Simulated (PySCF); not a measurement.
Record of a relaxation.

Compound: InH2(NH2).
Bonds: In1–N4. Hydrogens: H2, H3 on In1; H5, H6 on N4.

Computed by this run: PBE0-D3(BJ)/def2-SVP geometry optimisation, gas phase, def2 core potentials past Kr (PySCF); density fitting, grid level 1; the optimiser is geomeTRIC in internal coordinates, started from a GFN2-xTB structure with every atom displaced at random (about 0.03 Å). The frame can shift and turn from step to step; on so coarse a grid that alone can change the energy by a few meV, and forces under 0.02 eV/Å are noise.

Step 0: E = -6724.7298 eV, largest atomic force 5.823 eV/Å
```
atom  x, y, z in Å  |  force x, y, z in eV/Å
In1     0.518    0.677   -0.001   -0.463   2.936  -0.637
H2      2.113    0.752    0.325    1.370  -0.062   0.280
H3     -0.384    2.221   -0.404    0.372  -0.878   0.182
N4     -0.528   -0.926    0.217   -5.599   0.341  -1.564
H5     -1.506   -1.017   -0.321    2.796   0.558   1.770
H6     -0.152   -1.802    0.116    1.523  -2.895  -0.031
```

Step 1: E = -6725.2666 eV, largest atomic force 0.559 eV/Å
```
atom  x, y, z in Å  |  force x, y, z in eV/Å
In1     0.514    0.783   -0.011    0.065  -0.542   0.120
H2      2.222    0.783    0.355   -0.291  -0.126  -0.033
H3     -0.402    2.167   -0.411   -0.160   0.177  -0.044
N4     -0.592   -0.947    0.163    0.495   0.112  -0.123
H5     -1.500   -1.005   -0.277   -0.255   0.185  -0.054
H6     -0.180   -1.877    0.112    0.145   0.194   0.134
```

Step 2: E = -6725.2959 eV, largest atomic force 0.237 eV/Å
```
atom  x, y, z in Å  |  force x, y, z in eV/Å
In1     0.512    0.783   -0.014   -0.051   0.017   0.023
H2      2.197    0.709    0.362   -0.089  -0.025  -0.015
H3     -0.443    2.171   -0.415    0.068  -0.057   0.027
N4     -0.571   -0.929    0.152    0.124  -0.115  -0.166
H5     -1.490   -0.979   -0.277   -0.036   0.023   0.051
H6     -0.142   -1.852    0.123   -0.014   0.156   0.079
```

Step 3: E = -6725.3015 eV, largest atomic force 0.152 eV/Å
```
atom  x, y, z in Å  |  force x, y, z in eV/Å
In1     0.506    0.788   -0.018   -0.021   0.040   0.036
H2      2.177    0.687    0.365    0.045  -0.012   0.005
H3     -0.438    2.173   -0.408    0.000   0.039  -0.008
N4     -0.564   -0.924    0.133   -0.002  -0.060  -0.140
H5     -1.492   -0.980   -0.274    0.012  -0.042   0.061
H6     -0.125   -1.840    0.132   -0.035   0.034   0.045
```

Step 4: E = -6725.3058 eV, largest atomic force 0.126 eV/Å
```
atom  x, y, z in Å  |  force x, y, z in eV/Å
In1     0.499    0.795   -0.018   -0.051   0.049   0.024
H2      2.165    0.669    0.370    0.076   0.001   0.010
H3     -0.432    2.192   -0.402    0.011   0.003  -0.002
N4     -0.558   -0.924    0.107   -0.022   0.074  -0.100
H5     -1.497   -0.994   -0.269    0.003  -0.060   0.042
H6     -0.114   -1.834    0.142   -0.017  -0.066   0.025
```

Step 5: E = -6725.3106 eV, largest atomic force 0.144 eV/Å
```
atom  x, y, z in Å  |  force x, y, z in eV/Å
In1     0.489    0.806   -0.015    0.011   0.000   0.026
H2      2.156    0.649    0.378    0.029   0.014   0.002
H3     -0.419    2.218   -0.389   -0.010   0.002  -0.005
N4     -0.550   -0.924    0.060   -0.043   0.119  -0.068
H5     -1.506   -1.018   -0.262    0.006  -0.031   0.027
H6     -0.106   -1.827    0.158    0.007  -0.105   0.018
```

Step 6: E = -6725.3124 eV, largest atomic force 0.052 eV/Å
```
atom  x, y, z in Å  |  force x, y, z in eV/Å
In1     0.487    0.810   -0.010    0.025  -0.010   0.019
H2      2.155    0.644    0.383    0.002   0.015  -0.002
H3     -0.413    2.229   -0.380   -0.011  -0.009  -0.004
N4     -0.546   -0.924    0.029    0.000   0.040  -0.034
H5     -1.512   -1.029   -0.257   -0.020   0.007   0.009
H6     -0.108   -1.827    0.166    0.004  -0.043   0.011
```

Step 7: E = -6725.3133 eV, largest atomic force 0.036 eV/Å
```
atom  x, y, z in Å  |  force x, y, z in eV/Å
In1     0.489    0.810   -0.005    0.024  -0.013   0.011
H2      2.159    0.646    0.388   -0.013   0.010  -0.003
H3     -0.411    2.229   -0.375   -0.010  -0.006  -0.003
N4     -0.543   -0.924    0.007    0.004  -0.032  -0.015
H5     -1.516   -1.029   -0.253   -0.001   0.031   0.007
H6     -0.115   -1.828    0.169   -0.004   0.010   0.002
```

Step 8: E = -6725.3139 eV, largest atomic force 0.076 eV/Å
```
atom  x, y, z in Å  |  force x, y, z in eV/Å
In1     0.495    0.808   -0.001    0.008  -0.004   0.002
H2      2.165    0.649    0.393   -0.013   0.003  -0.003
H3     -0.412    2.222   -0.371   -0.003  -0.003   0.000
N4     -0.540   -0.924   -0.010    0.034  -0.067   0.008
H5     -1.520   -1.019   -0.249   -0.015   0.034  -0.002
H6     -0.125   -1.832    0.169   -0.010   0.038  -0.004
```

Step 9: E = -6725.3143 eV, largest atomic force 0.049 eV/Å
```
atom  x, y, z in Å  |  force x, y, z in eV/Å
In1     0.501    0.804    0.002   -0.008   0.001  -0.003
H2      2.170    0.652    0.396   -0.005  -0.003  -0.002
H3     -0.412    2.215   -0.370    0.002   0.001   0.001
N4     -0.539   -0.925   -0.019    0.014  -0.047   0.007
H5     -1.523   -1.007   -0.245    0.008   0.021   0.001
H6     -0.133   -1.835    0.167   -0.011   0.027  -0.004
```

Step 10: E = -6725.3143 eV, largest atomic force 0.024 eV/Å
```
atom  x, y, z in Å  |  force x, y, z in eV/Å
In1     0.503    0.803    0.002   -0.007   0.005  -0.003
H2      2.171    0.651    0.396    0.001  -0.003  -0.001
H3     -0.412    2.212   -0.370    0.003   0.002   0.001
N4     -0.538   -0.925   -0.021    0.016  -0.016   0.006
H5     -1.524   -1.000   -0.244   -0.008   0.006  -0.003
H6     -0.138   -1.837    0.166   -0.005   0.006  -0.001
```

Question: Summarise the path.

Answer: The energy falls by 0.5845 eV from step 0 to step 10; nine tenths of that is first reached at step 1. It falls at every step. The largest force goes from 5.823 to 0.024 eV/Å. Among the bonds In1–H3 changes most, from 1.834 to 1.721 Å; the atoms move by 0.128 Å rms after alignment.

What follows is the cost of the whole optimisation. Hardware: one thread of an Arm Neoverse V2, no GPU, shared host. Cost: 14 s, 0.26 GiB resident at most.
